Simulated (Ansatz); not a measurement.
A nudged elastic band was laid between two geometries of FH + H5NOSi (10 atoms, charge 0, multiplicity 1).

All numbers below come from RKS BLYP-D4/6-31G* in Ansatz 0.2.0.

- movable images: 9
- climbing image: yes
- spring: 5.0 eV/Å²
- optimiser: quadratic models (default)
- start path: through a guess of the saddle point
- force threshold: 0.05 eV/Å
- iteration limit: 30
- end points: relaxed

Image 0:

```xyz
10
Properties=species:S:1:pos:R:3
Si -0.108 0.088 -0.059
O -0.022 0.043 1.657
H -0.914 -0.016 2.061
H 1.332 0.244 -0.407
H -0.907 1.257 -0.545
N -0.949 -1.318 -0.595
H -0.547 -2.234 -0.391
H -1.579 -1.312 -1.395
F 0.934 -2.384 1.396
H 0.644 -1.536 1.769
```

Image 10:

```xyz
10
Properties=species:S:1:pos:R:3
Si 0.504 -0.163 -0.560
O -0.964 -0.794 2.396
H -1.062 -1.750 2.594
H 1.313 -0.454 -1.781
H 0.239 1.290 -0.363
N -0.983 -1.020 -0.700
H -1.586 -0.992 0.130
H -0.982 -1.948 -1.127
F 1.417 -0.615 0.746
H -0.011 -0.723 2.157
```

What changes between the two ends?

Bonds broken: Si1–O2, F9–H10. Bonds formed: Si1–F9, O2–H10. FH + H5NOSi becomes FH4NSi + H2O.

What energy profile does the band end with?

The forces met the threshold. The highest image is number 5 of 0 to 10, 13.0 kcal/mol above the first end and 25.1 kcal/mol above the last; the last end lies 12.0 kcal/mol below the first. The profile has 4 maxima (images 1, 3, 5, 8) with wells between them (images 2, 4, 7): this band takes more than one step, which may be the mechanism or a detour left from its start path. A vibrational analysis at the climbing image gives one clearly imaginary mode, 508i cm⁻¹: a first-order saddle point. The orbitals stay closed-shell, which can raise the energy where a bond breaks towards radicals; this wasn't checked here.

```tsv
image	path coordinate (Å)	energy (kcal/mol)	Si1–O2 (Å)	F9–H10 (Å)	Si1–F9 (Å)
0	0.00	0.0	1.72	0.97	3.05
1	1.55	2.8	1.72	0.97	3.38
2	3.10	1.5	1.72	0.97	3.33
3	4.65	3.0	1.72	0.97	3.36
4	6.20	0.2	1.73	0.97	3.22
5	7.76	13.0	1.88	1.24	2.00
6	9.44	-3.9	3.09	1.82	1.66
7	11.12	-9.5	3.28	1.97	1.65
8	12.81	-8.4	3.65	1.96	1.65
9	14.49	-10.3	3.38	1.94	1.65
10	16.18	-12.0	3.36	2.01	1.66
```

What is the geometry of the highest image?


```xyz
10
Properties=species:S:1:pos:R:3
Si -0.038 -0.211 0.024
O 0.181 -0.099 1.888
H -0.675 -0.207 2.358
H 1.169 0.396 -0.601
H -1.083 0.885 -0.018
N -1.018 -1.478 -0.620
H -1.895 -1.264 -1.093
H -0.649 -2.405 -0.825
F 1.138 -1.694 0.682
H 0.753 -1.093 1.696
```

Time of the run: 14 min on 1 thread of Intel(R) Xeon(R) Platinum 8259CL CPU @ 2.50GHz (Skylake/Cascade Lake), on a shared host, peak memory 0.14 GiB.
